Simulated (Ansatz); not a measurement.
One geometry of Li20H20 (started as a model of: 2x4x5 LiH rock-salt block), several levels of theory.

```yaml
crystal:
  periodic: [false, false, false]
  atoms:
    - {symbol: Li, position_ang: [-0.848720, -2.746784, -3.693009]}
    - {symbol: H, position_ang: [-1.029668, -2.910637, -1.879604]}
    - {symbol: Li, position_ang: [-0.929851, -2.867342, 0.001132]}
    - {symbol: H, position_ang: [-1.030862, -2.910834, 1.881733]}
    - {symbol: Li, position_ang: [-0.851118, -2.747067, 3.695279]}
    - {symbol: H, position_ang: [-1.028671, -0.931314, -3.842075]}
    - {symbol: Li, position_ang: [-1.017334, -0.936138, -1.876486]}
    - {symbol: H, position_ang: [-1.018406, -0.954257, 0.001130]}
    - {symbol: Li, position_ang: [-1.018767, -0.936266, 1.878773]}
    - {symbol: H, position_ang: [-1.031510, -0.931601, 3.844081]}
    - {symbol: Li, position_ang: [-0.947306, 0.950025, -3.785493]}
    - {symbol: H, position_ang: [-0.969275, 0.959646, -1.888789]}
    - {symbol: Li, position_ang: [-0.977661, 0.973538, 0.001126]}
    - {symbol: H, position_ang: [-0.970894, 0.959611, 1.891058]}
    - {symbol: Li, position_ang: [-0.950282, 0.949833, 3.787598]}
    - {symbol: H, position_ang: [-0.945306, 2.824659, -3.768033]}
    - {symbol: Li, position_ang: [-0.951223, 2.859421, -1.893388]}
    - {symbol: H, position_ang: [-1.002714, 2.929035, 0.001190]}
    - {symbol: Li, position_ang: [-0.952852, 2.859449, 1.895764]}
    - {symbol: H, position_ang: [-0.948418, 2.824575, 3.770339]}
    - {symbol: H, position_ang: [0.946568, -2.823260, -3.766559]}
    - {symbol: Li, position_ang: [0.949366, -2.857930, -1.892143]}
    - {symbol: H, position_ang: [0.998429, -2.927759, 0.001781]}
    - {symbol: Li, position_ang: [0.948184, -2.858000, 1.895731]}
    - {symbol: H, position_ang: [0.944165, -2.823196, 3.770113]}
    - {symbol: Li, position_ang: [0.948483, -0.948537, -3.783929]}
    - {symbol: H, position_ang: [0.967310, -0.958223, -1.887481]}
    - {symbol: Li, position_ang: [0.973145, -0.972009, 0.001932]}
    - {symbol: H, position_ang: [0.965873, -0.958281, 1.891192]}
    - {symbol: Li, position_ang: [0.945822, -0.948487, 3.787618]}
    - {symbol: H, position_ang: [1.030076, 0.932886, -3.840203]}
    - {symbol: Li, position_ang: [1.015130, 0.937533, -1.875129]}
    - {symbol: H, position_ang: [1.013744, 0.955657, 0.001982]}
    - {symbol: Li, position_ang: [1.013659, 0.937568, 1.878982]}
    - {symbol: H, position_ang: [1.026981, 0.932819, 3.844117]}
    - {symbol: Li, position_ang: [0.849893, 2.748416, -3.691549]}
    - {symbol: H, position_ang: [1.027592, 2.912185, -1.878002]}
    - {symbol: Li, position_ang: [0.925748, 2.868759, 0.001959]}
    - {symbol: H, position_ang: [1.026157, 2.912215, 1.882030]}
    - {symbol: Li, position_ang: [0.846811, 2.748291, 3.695432]}
basis:
  gaussian: {orbitals: 6-31G}
hamiltonian: {xc: hf}
scf: {omitted_lower_state_checks: [starts]}
output: {orbitals: {seedname: orbitals}}
```

The file start.molden holds the orbitals of an earlier run on this structure, at another level or in another basis.

```sh
$ ansatz run in.yaml --threads 4 --pin off --events-out ev --progress --plain --max-ram 6963MiB
```

It prints (some lines left out):

```
Functional definition: HF
3380 factors; their error is unknown
mean field evaluation 1: about -4376.5846 eV, gradient 2.7e1 eV
mean field evaluation 2: about -4380.4678 eV, gradient 5.0e0 eV
mean field evaluation 4: about -4380.6646 eV, gradient 1.5e-1 eV
mean field evaluation 8: about -4380.6399 eV, gradient 3.7e-5 eV
mean field -4380.63994708 eV, -160.9855487508 hartree, gradient 3.7e-5 eV, S^2 0.000000; 0 other end points of the search recorded, 0 dependent functions left out
reference -4380.63994708 eV, -160.9855487508 hartree; 40, 40 occupied and 180, 180 virtual orbitals, 3380 factors
Total energy: -4380.63994708 eV, -160.9855487508 hartree
Checks for a lower state left out: starts
```

Hardware: 4 threads of AMD EPYC 7R43 on a shared host. Wall time 8 s, peak host memory 1.3 GiB.

As the first input, with `gaussian: {orbitals: def2-TZVP, initial_orbitals: start.molden}`, `hamiltonian: {xc: {name: CAM-B3LYP}, dispersion: d4}` (abridged; 33 s):

```
Functional definition: CAM-B3LYP
mean field -4427.60895859 eV, -162.7116280871 hartree, gradient 2.1e-5 eV, S^2 0.000000
Total energy: -4428.67511480 eV, -162.7508086051 hartree
Checks for a lower state left out: starts
```

The first input with `gaussian: {orbitals: def2-TZVP, initial_orbitals: start.molden}`, `hamiltonian: {xc: {name: BLYP}, dispersion: d4}` (abridged; 20 s):

```
Functional definition: BLYP
mean field -4429.54839132 eV, -162.7829009252 hartree, gradient 1.7e-5 eV, S^2 0.000000
Total energy: -4431.95091906 eV, -162.8711921914 hartree
Checks for a lower state left out: starts
```

First input, but with `gaussian: {orbitals: STO-3G}` (abridged; 3.3 s):

```
Functional definition: HF
mean field -4314.78025174 eV, -158.5652495885 hartree, gradient 2.3e-5 eV, S^2 0.000000
Total energy: -4314.78025174 eV, -158.5652495885 hartree
Checks for a lower state left out: starts
```

First input, but with `gaussian: {orbitals: def2-SVP, initial_orbitals: start.molden}`, `hamiltonian: {xc: pbe0, dispersion: d4}` (abridged; 23 s):

```
Functional definition: PBE0
mean field -4418.99757189 eV, -162.3951654630 hartree, gradient 1.0e-5 eV, S^2 0.000000
Total energy: -4420.04137570 eV, -162.4335245455 hartree
Checks for a lower state left out: starts
```

Geometry: PBE-D4/def2-SVP.
